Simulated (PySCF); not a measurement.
CH3BrMgO (SMILES C[O][Mg][Br]), singlet, geometry from GFN2-xTB (such geometries of metal compounds can be far from the true shape); CASSCF(4,6)/6-31G (PySCF).

PySCF was given this input:
```python
from pyscf import gto, scf, mcscf
import numpy

mol = gto.M(
    atom='''
Mg    0.43664273   -0.35434111   -0.28189589
Br   -0.93086485    0.74375854    1.19017016
O     1.25113590   -0.99976906   -1.59401284
C     1.86861423   -1.48625410   -2.73183890
H     2.18928897   -0.66000648   -3.37834876
H     2.75028881   -2.07756271   -2.45417976
H     1.18020686   -2.12620937   -3.29754039
''',
    basis='6-31g',
    verbose=4,
)

mf = scf.RHF(mol)
mf.kernel()
mc = mcscf.CASSCF(mf, 6, 4)
mc.fix_spin_(ss=0.0)
mc.kernel()
occ = numpy.linalg.eigvalsh(mc.fcisolver.make_rdm1(mc.ci, mc.ncas, mc.nelecas))[::-1]
ss = mc.fcisolver.spin_square(mc.ci, mc.ncas, mc.nelecas)[0]
print('natural occupations', occ.round(4), ' <S^2>', round(ss, 4))
```

It wrote (shortened):

```
PySCF version 2.14.0

[INPUT] verbose = 4
[INPUT] num. atoms = 7
[INPUT] num. electrons = 64
[INPUT] charge = 0
[INPUT] spin (= nelec alpha-beta = 2S) = 0
[INPUT] symmetry False subgroup None
[INPUT] Mole.unit = angstrom
[INPUT] Symbol           X                Y                Z      unit          X                Y                Z       unit  Magmom
[...]
nuclear repulsion = 247.477668447491
number of shells = 34
number of NR pGTOs = 192
number of NR cGTOs = 64
basis = 6-31g
ecp = {}

******** <class 'pyscf.scf.hf.RHF'> ********
method = RHF
initial guess = minao
damping factor = 0
level_shift factor = 0
DIIS = <class 'pyscf.scf.diis.CDIIS'>
diis_start_cycle = 1
diis_space = 8
diis_damp = 0
SCF conv_tol = 1e-09
SCF conv_tol_grad = None
SCF max_cycles = 50
direct_scf = True
direct_scf_tol = 1e-13
Set gradient conv threshold to 3.16228e-05
Initial guess from minao.
init E= -2885.3712628128
[...]
cycle= 1 E= -2886.09192381343  delta_E= -0.721  |g|= 0.631  |ddm|= 2.33
[...]
cycle= 2 E= -2886.15164876657  delta_E= -0.0597  |g|= 0.412  |ddm|= 0.849
[...]
cycle= 3 E= -2886.18240551665  delta_E= -0.0308  |g|= 0.0382  |ddm|= 0.282
[...]
cycle= 4 E= -2886.18300949743  delta_E= -0.000604  |g|= 0.0134  |ddm|= 0.0676
[...]
cycle= 5 E= -2886.18306115496  delta_E= -5.17e-05  |g|= 0.00264  |ddm|= 0.019
[...]
cycle= 6 E= -2886.18306735831  delta_E= -6.2e-06  |g|= 0.000769  |ddm|= 0.00784
[...]
cycle= 7 E= -2886.18306801941  delta_E= -6.61e-07  |g|= 0.00017  |ddm|= 0.00289
[...]
cycle= 8 E= -2886.18306804483  delta_E= -2.54e-08  |g|= 4.56e-05  |ddm|= 0.00051
[...]
cycle= 9 E= -2886.18306804646  delta_E= -1.64e-09  |g|= 1.2e-05  |ddm|= 0.000131
[...]
cycle= 10 E= -2886.18306804656  delta_E= -9.28e-11  |g|= 2.95e-06  |ddm|= 3.33e-05
[...]
Extra cycle  E= -2886.18306804657  delta_E= -1.36e-11  |g|= 1.31e-06  |ddm|= 6.05e-06
converged SCF energy = -2886.18306804657

******** <class 'pyscf.mcscf.mc1step.CASSCF'> ********
CAS (2e+2e, 6o), ncore = 30, nvir = 28
max_cycle_macro = 50
max_cycle_micro = 4
conv_tol = 1e-07
conv_tol_grad = None
orbital rotation max_stepsize = 0.02
orbital rotation threshold for CI restart = 0.01
augmented hessian ah_max_cycle = 30
augmented hessian ah_conv_tol = 1e-12
augmented hessian ah_linear dependence = 1e-14
augmented hessian ah_level shift = 1e-08
augmented hessian ah_start_tol = 2.5
augmented hessian ah_start_cycle = 3
augmented hessian ah_grad_trust_region = 3
kf_trust_region = 3
kf_interval = 4
ci_response_space = 4
[...]
CASCI E = -2886.18355282005  S^2 = 0.0000000
[...]
               |grad[o]|=0.00036  |grad[c]|=0.00234  |ddm|=0.002  |maxRot[o]|=0.00406
macro iter  41 ( 16 JK    3 micro), CASSCF E = -2886.19868335934  dE = -9.08587481e-07  S^2 = 0.0000000
               |grad[o]|=0.000383  |grad[c]|=0.00028  |ddm|=0.000273  |maxRot[o]|=0.0161
macro iter  42 ( 11 JK    2 micro), CASSCF E = -2886.19868370674  dE = -3.47396963e-07  S^2 = 0.0000000
               |grad[o]|=0.000371  |grad[c]|=0.000336  |ddm|=3.27e-05  |maxRot[o]|=0.00119
macro iter  43 ( 21 JK    4 micro), CASSCF E = -2886.19868240392  dE =  1.30282069e-06  S^2 = 0.0000000
               |grad[o]|=0.000356  |grad[c]|=0.00235  |ddm|=0.002  |maxRot[o]|=0.00403
macro iter  44 ( 16 JK    3 micro), CASSCF E = -2886.19868333761  dE = -9.33690444e-07  S^2 = 0.0000000
               |grad[o]|=0.00038  |grad[c]|=0.000281  |ddm|=0.000274  |maxRot[o]|=0.0161
macro iter  45 ( 11 JK    2 micro), CASSCF E = -2886.19868370286  dE = -3.65257620e-07  S^2 = 0.0000000
               |grad[o]|=0.000369  |grad[c]|=0.000336  |ddm|=3.15e-05  |maxRot[o]|=0.0012
macro iter  46 ( 21 JK    4 micro), CASSCF E = -2886.19868236511  dE =  1.33775120e-06  S^2 = 0.0000000
               |grad[o]|=0.000354  |grad[c]|=0.00236  |ddm|=0.00201  |maxRot[o]|=0.00398
macro iter  47 ( 16 JK    3 micro), CASSCF E = -2886.19868332492  dE = -9.59808858e-07  S^2 = 0.0000000
               |grad[o]|=0.000379  |grad[c]|=0.000282  |ddm|=0.000274  |maxRot[o]|=0.0161
macro iter  48 ( 11 JK    2 micro), CASSCF E = -2886.19868371202  dE = -3.87098225e-07  S^2 = 0.0000000
               |grad[o]|=0.000368  |grad[c]|=0.000337  |ddm|=3.05e-05  |maxRot[o]|=0.00122
macro iter  49 ( 21 JK    4 micro), CASSCF E = -2886.19868234966  dE =  1.36235849e-06  S^2 = 0.0000000
               |grad[o]|=0.000353  |grad[c]|=0.00237  |ddm|=0.00201  |maxRot[o]|=0.00392
macro iter  50 ( 16 JK    3 micro), CASSCF E = -2886.19868333593  dE = -9.86268333e-07  S^2 = 0.0000000
               |grad[o]|=0.00038  |grad[c]|=0.000283  |ddm|=0.000275  |maxRot[o]|=0.0161
1-step CASSCF not converged,  50 macro (929 JK 179 micro) steps
CASSCF canonicalization
Density matrix diagonal elements [1.98991616e+00 1.98439043e+00 1.11584772e-02 8.65894118e-03
 4.23120893e-03 1.64478570e-03]
CASSCF energy = -2886.19868333593
CASCI E = -2886.19868333593  E(CI) = -4.26656587600974  S^2 = 0.0000000
natural occupations [1.9903e+00 1.9847e+00 1.3900e-02 8.7000e-03 1.6000e-03 8.0000e-04]  <S^2> 0.0
```

The run did not converge; its last values are not results.
